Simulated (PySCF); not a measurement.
C2H3O2, SMILES CO[C]=O, multiplicity 2. Atoms are numbered in the order given.

```xyz
7

C     -0.4434    -1.3273     0.0000
O      0.7290    -0.4726     0.0000
C      0.5121     0.8216     0.0000
O     -0.5102     1.4300     0.0000
H     -1.0478    -1.1343    -0.8982
H     -0.0678    -2.3565     0.0000
H     -1.0478    -1.1343     0.8982
```
Charge 0, spin multiplicity 2.

The structure is a stationary point at B3LYP-D3(BJ)/def2-SVP. The isomer is the one that the SMILES or the coordinates give; other isomers of the formula were not compared. One conformer was computed; it need not be the lowest.

Method: PySCF with PBE/def2-TZVPD.

Mulliken values depend strongly on the basis, most of all with diffuse functions as here. ESP charges are fitted to the potential on shells at 1.4 to 2.0 van der Waals radii. Atomic charges (e):

```tsv
atom	ESP fit	meta-Löwdin	Mulliken	Mulliken spin
C1	-0.06	-0.17	-0.41	0.10
O2	-0.15	-0.26	-0.12	-0.05
C3	0.15	0.35	0.17	0.74
O4	-0.25	-0.33	-0.25	0.21
H5	0.12	0.13	0.22	0.00
H6	0.08	0.14	0.17	0.00
H7	0.12	0.13	0.22	0.00
```
